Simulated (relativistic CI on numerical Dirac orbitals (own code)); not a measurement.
Calculated levels, Ho⁵⁷⁺

Computed by Dirac-Coulomb-Breit CI, orbitals from a KLI potential per configuration, QED by a radiative potential, unscaled Slater integrals (own radial code, finite nucleus).

CI space (outside the closed core 1s2): 2s2 2p6, 2s2 2p5 3s, 2s2 2p5 3p, 2s2 2p5 3d, 2s 2p6 3s, 2s 2p6 3p, 2s 2p6 3d, 2s2 2p5 4s, 2s2 2p5 4p, 2s2 2p5 4d, 2s2 2p5 4f, 2s2 2p4 3s2, 2s 2p6 4s, 2s 2p6 4p, 2s2 2p4 3s 3p, 2s 2p6 4d. Levels of other configurations are missing.

```tsv
No.	Configuration	Term	J	E (eV)	%	Lifetime (s)	jj configuration (%)
1	2s2 2p6	1S	0	0.00	100		closed (100)
2	2s2 2p5 3s	3P°	2	6729.09	100	5.95e-10	2p3/2^3 3s (100)
3	2s2 2p5 3s	1P°	1	6736.54	66	1.04e-14	2p3/2^3 3s (100)
4	2s2 2p5 3p	3P	1	6856.75	49	2.67e-11	2p3/2^3 3p1/2 (100)
5	2s2 2p5 3p	3D	2	6858.82	50	1.95e-12	2p3/2^3 3p1/2 (100)
6	2s2 2p5 3p	3D	3	7094.61	100	1.43e-12	2p3/2^3 3p3/2 (100)
7	2s2 2p5 3p	1P	1	7094.84	56	1.52e-12	2p3/2^3 3p3/2 (100)
8	2s2 2p5 3p	3P	2	7105.90	67	8.11e-13	2p3/2^3 3p3/2 (100)
9	2s2 2p5 3p	1S	0	7155.60	61	8.94e-13	2p3/2^3 3p3/2 (100)
10	2s2 2p5 3d	3P°	0	7234.67	100	1.84e-12	2p3/2^3 3d3/2 (100)
11	2s2 2p5 3d	3P°	1	7243.33	68	3.08e-14	2p3/2^3 3d3/2 (96)
12	2s2 2p5 3d	3F°	3	7245.46	54	1.72e-12	2p3/2^3 3d3/2 (100)
13	2s2 2p5 3d	3D°	2	7252.01	55	1.62e-12	2p3/2^3 3d3/2 (100)
14	2s2 2p5 3d	3F°	4	7296.69	100	9.96e-12	2p3/2^3 3d5/2 (100)
15	2s2 2p5 3d	1D°	2	7302.67	49	6.39e-12	2p3/2^3 3d5/2 (100)
16	2s2 2p5 3d	3D°	3	7311.71	71	8.99e-12	2p3/2^3 3d5/2 (100)
17	2s2 2p5 3d	1P°	1	7338.32	63	5.45e-16	2p3/2^3 3d5/2 (96)
18	2s2 2p5 3s	3P°	0	7609.39	100	1.08e-10	2p1/2 2p3/2^4 3s (100)
19	2s2 2p5 3s	3P°	1	7612.73	66	4.91e-14	2p1/2 2p3/2^4 3s (100)
20	2s2 2p5 3p	3D	1	7734.57	74	2.76e-11	2p1/2 2p3/2^4 3p1/2 (100)
21	2s2 2p5 3p	3P	0	7776.68	61	5.29e-12	2p1/2 2p3/2^4 3p1/2 (99)
22	2s2 2p5 3p	3P	1	7971.24	46	6.50e-13	2p1/2 2p3/2^4 3p3/2 (90)
23	2s2 2p5 3p	3D	2	7978.96	50	7.79e-13	2p1/2 2p3/2^4 3p3/2 (100)
24	2s 2p6 3s	3S	1	8035.14	90	1.04e-13	2s 3s (90)
25	2s 2p6 3s	1S	0	8057.30	100	1.09e-13	2s 3s (100)
26	2s2 2p5 3d	3F°	2	8124.87	74	1.65e-12	2p1/2 2p3/2^4 3d3/2 (100)
27	2s2 2p5 3d	3D°	1	8139.14	35	7.37e-16	2p1/2 2p3/2^4 3d3/2 (71)
28	2s 2p6 3p	3P°	0	8158.38	100	1.00e-13	2s 3p1/2 (100)
29	2s 2p6 3p	3P°	1	8167.35	50	2.60e-14	2s 3p1/2 (71)
30	2s2 2p5 3d	3P°	2	8181.92	47	6.39e-12	2p1/2 2p3/2^4 3d5/2 (100)
```

Energies count from the lowest computed level; ° marks odd parity; lifetimes are radiative, by E1, M1, E2, M2 decay to levels of this space only. Filled j subshells are mostly left out of the jj labels.

The mean weight of the leading LS term, summed over parents, in these 30 levels is 70 %, and that of the leading jj configuration (from the same eigenvectors) 97 %, so jj coupling describes them better and the LS labels are nominal.

At this charge energies of transitions that change n are usually good to better than 1 %, and those within a shell (Δn = 0) to a few per cent.

LS names give the leading component of a level, which can be under half, so a name can repeat, a term be missing and a line seem to break the LS rules.
